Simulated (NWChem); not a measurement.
System: C$_{4}$H$_{4}$O$_{2}$; SMILES C1(=O)CC(=O)C1

NWChem input:

```
start job
memory heap 200 mb stack 900 mb global 1100 mb
geometry units angstroms noautosym nocenter noautoz
  O      0.000000     2.264924     0.000000
  C      0.000000     1.063196     0.000000
  C      1.121519     0.000000     0.000000
  C      0.000000    -1.063196     0.000000
  O      0.000000    -2.264924     0.000000
  C     -1.121519     0.000000     0.000000
  H      1.765650     0.000000     0.888134
  H      1.765650     0.000000    -0.888134
  H     -1.765650     0.000000    -0.888134
  H     -1.765650     0.000000     0.888134
end
basis spherical
  * library 6-31g*
end
dft
  xc b3lyp
  iterations 150
end
property
  shielding 4 1 2 3 7
end
task dft property
```

Coordinates come from a B3LYP/6-31G* (spherical d) optimisation.

GIAO values for the isolated, static molecule; σ is the absolute isotropic shielding, δ = σ(reference) − σ with the isolated reference molecule computed at the same levels (13C: tetramethylsilane, 1H: tetramethylsilane, 17O: water).

Atoms are numbered as in the input.

### Question
Give the results of this calculation. (B3LYP/6-31G* (spherical d), GIAO.) Quantities: δ O1 (ppm); δ C2 (ppm); δ C3 (ppm); δ H7 (ppm).

### Answer
* **δ O1 (ppm)**: 596.7
* **δ C2 (ppm)**: 191.6
* **δ C3 (ppm)**: 60.6
* **δ H7 (ppm)**: 3.42
